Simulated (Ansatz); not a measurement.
`OB(F)[SiH2][SiH3]` + `[NH2][GaH][SiH3]` → `[SiH3][NH][GaH][SiH3]` + `OB(F)[SiH3]`  (cleavage of the Si–Si bond)

Gas-phase electronic energies from Ansatz, PBE0-D4/def2-TZVP geometries. CCSD(T)/CBS adds triple-zeta CCSD(T) − MP2 to the extrapolated MP2 energy (def2 sets, frozen cores). DFT in def2-TZVPP. For Ga outer-core shells are correlated without core-valence functions, which leaves a few kJ/mol of doubt a bond. Scalar relativity is left out up to krypton. One conformer a species, not always the lowest.

CCSD(T)/CBS gives -10.9 kcal/mol.

**Question.** Another level gave -10.0 kcal/mol. Which?
A. MP2/def2-TZVPP
B. r2SCAN/def2-TZVPP
C. PBE/def2-TZVPP
D. ωB97X-V/def2-TZVPP

**Answer.** D. ωB97X-V -10.0, PBE -5.9, MP2/def2-TZVPP -12.8, r2SCAN -9.0 kcal/mol.

Largest T1 diagnostic among the species: 0.015.

From PBE to PBE0 (25 % exact exchange), in def2-TZVPP and without D4, ΔE moves by −1.4 kcal/mol. In def2-TZVPP, CCSD(T) changes the Hartree–Fock value by +3.3 kcal/mol (the triples alone add +0.4 kcal/mol) and MP2 by +1.7 kcal/mol.
